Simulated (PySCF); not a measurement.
MCl₃ across the fifth-period p block

Level: PBE0, basis family def2-SVP, scalar-relativistic core potentials from Rb on and no relativity for lighter atoms.

Each entry is the lowest minimum that a search over a few typed start shapes (and spin states, where more than one is plausible) found, or that minimum re-optimised at the stated level; isomers with ligand–ligand bonds, or fragments after loss of a ligand pair, can lie lower. Open shells are unrestricted; no spin–orbit coupling; PySCF with density fitting.

| molecule | 2S+1 | point group | mean bond to the central atom (Å) | gap (eV) | polar-tensor charge of the central atom | lowest ω (cm⁻¹) | dipole (D) |
| --- | --- | --- | --- | --- | --- | --- | --- |
| InCl₃ | 1 | D3h | 2.321 | 6.25 | 1.57 | 93 | 0.00 |
| SnCl₃ | 2 | C3v | 2.362 | – | 1.47 | 97 | 2.15 |
| SbCl₃ | 1 | C3v | 2.364 | 6.54 | 1.59 | 116 | 2.92 |

The bond lengthens or stays about the same; the largest change, 0.041 Å, falls between InCl₃ and SnCl₃ among the members listed.

The shape changes along the series: D3h for InCl₃; C3v for SnCl₃ and SbCl₃.

Left out of the table are members whose search was unfinished or whose lowest solution was spin-contaminated, unstable, very soft or bonded differently.
